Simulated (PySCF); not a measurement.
# Gas-phase XPS of `[SiH3][S][GeH2][SH]`, computed

Species: GeH6S2Si.
Cartesian coordinates in Å at the PBE0-D3(BJ)/def2-SVP level; atoms count from 1:
```
atom  x, y, z in Å
Si1   -1.5884    0.6686   -0.0094
S2    -0.5784   -0.7127    1.3030
Ge3    1.2634   -1.0341    0.0944
S4     2.0576    0.9132   -0.6369
H5    -3.0269    0.5968    0.3771
H6    -1.1005    2.0658    0.1649
H7    -1.4213    0.2509   -1.4328
H8     0.9644   -1.8283   -1.1860
H9     2.2481   -1.7585    1.0247
H10    2.1735    1.4406    0.6021
```

The calculation used delta-SCF UKS SCAN, pcX-2 on the ionised atom, pcseg-1 elsewhere, spin-free X2C (PySCF 2.14.0). These are vertical core ionisation energies against the vacuum level, from separate self-consistent calculations with and without the core hole.

Problem. What binding energy does each computed site have?

Solution. 
```tsv
atom(s)	bonded to	level	binding energy (eV)	2p1/2 (eV)	above the level's lowest (eV)	count
Si1	S and 3 H	Si 2p3/2	107.23	107.86	0.00	1
Si1	S and 3 H	Si 1s	1847.06	–	0.00	1
S2	Ge and Si	S 1s	2476.43	–	0.00	1
S4	H and Ge	S 1s	2477.13	–	+0.70	1
```

The listed S 1s values span 0.70 eV, from S2 (bonded to Ge and Si) to S4 (bonded to H and Ge). Summing the Pauling electronegativity differences to the bonded atoms, each weighted by its formal bond order, gives -1.25 for the lowest site and -0.95 for the highest.

Problem. What is the longest wavelength that can ionise Si 1s of Si1 vertically?

Solution. λ = hc/E = 12398.42 eV Å / 1847.06 eV = 6.713 Å.

Not every level is listed. 2p3/2 and 2p1/2 are the ΔSCF energy of one spin-free 2p hole plus the eigenvalues of a spin–orbit and ligand-field matrix of the shell. 2p1/2 minus 2p3/2 (ligand field included): Si 0.62 eV. No level of germanium is listed. The structure is a single PBE0-D3(BJ)/def2-SVP conformer in the gas phase; no vibrational or solvent corrections.
